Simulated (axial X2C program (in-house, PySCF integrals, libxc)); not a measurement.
# Spin–orbit effects down a group: molecules with Li (ions), CCSD

Computed with an in-house relativistic program for diatomic molecules, spin-free (one-electron X2C) or two-component (2c: spin–orbit coupling with atomic mean-field Coulomb and Gaunt terms, which also bring small scalar terms), in Dyall basis sets with cores contracted in-house; open shells are unrestricted.

Basis sets: As dyall-cv3z, Li dyall-cv3z, N dyall-av3z, P dyall-v3z. Frozen shells (counts by l): LiN⁺ N 1s, Li 1s, 5 electrons correlated; LiP⁺ P 2s1p, Li 1s, 5 electrons correlated; LiAs⁺ As 3s2p1d, Li 1s, 5 electrons correlated. Coupled cluster in natural virtuals with an MP2 remainder. Where the outer core of a metal is frozen, bonds come out longer and ionisation energies lower.

```json
{"molecule": "LiN⁺", "spin-free state": "M_S = 3/2, Λ = 0", "Re (Å)": "2.260", "ωe (cm⁻¹)": "254.5", "De (eV)": "0.21", "2c state": "Ω = 3/2", "Re 2c (Å)": "2.260", "ωe 2c (cm⁻¹)": "254.5", "De 2c (eV)": "0.21"}
{"molecule": "LiP⁺", "spin-free state": "M_S = 3/2, Λ = 0", "Re (Å)": "2.690", "ωe (cm⁻¹)": "241.1", "De (eV)": "0.37", "2c state": "Ω = 3/2", "Re 2c (Å)": "2.691", "ωe 2c (cm⁻¹)": "241.1", "De 2c (eV)": "0.37"}
{"molecule": "LiAs⁺", "spin-free state": "M_S = 3/2, Λ = 0", "Re (Å)": "2.785", "ωe (cm⁻¹)": "223.1", "De (eV)": "0.40", "2c state": "Ω = 3/2", "Re 2c (Å)": "2.785", "ωe 2c (cm⁻¹)": "223.6", "De 2c (eV)": "0.40"}
```

Fragments in 2c: N + Li+, P + Li+, As + Li+. Each entry is the lowest single determinant of a limited PBE0 search at one distance. De goes to single-determinant-based atoms at the same level (for ions the charge split of lowest energy) and is withheld (n/a) where an atom does not fit its ground term or J level. Main or longest-lived isotopes. One determinant is a doubtful description, or other states lie close, for LiN⁺, LiP⁺, LiAs⁺; these need not be ground states, and all values refer to the states named. With several unpaired electrons the Ω given is that of one determinant, not necessarily of the lowest component.
